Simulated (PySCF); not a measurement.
C3H6OSi, SMILES C1=C[C@@H]([SiH3])O1.

Geometry: B3LYP-D3(BJ)/def2-SVP. The structure was generated by enumeration; whether it is a known compound was not checked.

Two levels are set side by side: PBE/def2-TZVP (PySCF) and r2SCAN/def2-TZVP (PySCF). Same geometry, gas phase. Differences are taken from unrounded values.

| quantity | PBE |
|---|---|
| orbital gap (eV) | 4.83 |
| highest occupied level (eV) | -5.54 |
| lowest empty level (eV) | -0.70 |
| dipole moment (D) | 1.05 |
| mean polarisability (bohr³) | 65.2 |

**Question.** These are the PBE values. What does r2SCAN give? (Estimate from the structure and the level; the computed values follow.)

**Answer.** 
```tsv
quantity	r2SCAN	PBE minus r2SCAN
orbital gap (eV)	5.26	-0.43
highest occupied level (eV)	-5.74	0.20
lowest empty level (eV)	-0.48	-0.23
dipole moment (D)	1.12	-0.06
mean polarisability (bohr³)	63.7	1.5
```

Rough cost on one machine, each run with all the roots and properties that it gave: r2SCAN against PBE about 4 times.
